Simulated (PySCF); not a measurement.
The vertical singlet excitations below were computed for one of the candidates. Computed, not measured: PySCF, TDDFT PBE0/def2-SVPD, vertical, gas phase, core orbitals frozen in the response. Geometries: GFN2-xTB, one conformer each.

```csv
state,ν̃ (cm⁻¹),f,"main configurations (H = HOMO, L = LUMO)"
S1,26160,0.0037,H→L (96%)
S2,40050,0.0065,"H-1→L+1 (74%), H-1→L (19%)"
S3,41720,0.0099,"H-1→L (80%), H-1→L+1 (17%)"
S4,42450,0.0011,"H→L+1 (77%), H→L+2 (22%)"
S5,43330,0.0016,"H→L+2 (69%), H→L+1 (18%)"
S6,44640,0.032,H-2→L (83%)
S7,47550,0.0044,H-3→L (88%)
S8,50000,0.056,H→L+3 (77%)
```

Question: Which structure fits?
A. `C=NC[SiH2][Si@H](C=O)O`
B. `[SiH3]Oc1ccccn1`
C. `O[SiH2]C1=CC=NC=C1`

Answer: A. Its S1, at 3.24 eV, is the lowest among the candidates; the nearest of the others has S1 at 4.47 eV. S1 is HOMO→LUMO (96%). Löwdin shares by element: HOMO oxygen 47% or more, carbon 21% or more, silicon 12% or more, hydrogen 9% or more; LUMO carbon 38% or more, oxygen 32% or more, silicon 18%. At the same level the other candidates give, for their lowest levels:
- `[SiH3]Oc1ccccn1`: 5.22 eV (f 0.064); 5.37 eV (f 0.003); 5.94 eV (f 0.000); 6.12 eV (f 0.153); 6.45 eV (f 0.000); T1 4.05 eV; HOMO -7.07, LUMO -0.88 eV
- `O[SiH2]c1ccncc1`: 4.47 eV (f 0.004); 5.06 eV (f 0.000); 5.40 eV (f 0.044); 6.19 eV (f 0.028); 6.36 eV (f 0.000); T1 3.82 eV; HOMO -7.41, LUMO -1.38 eV
Triplets come from the Tamm–Dancoff approximation.
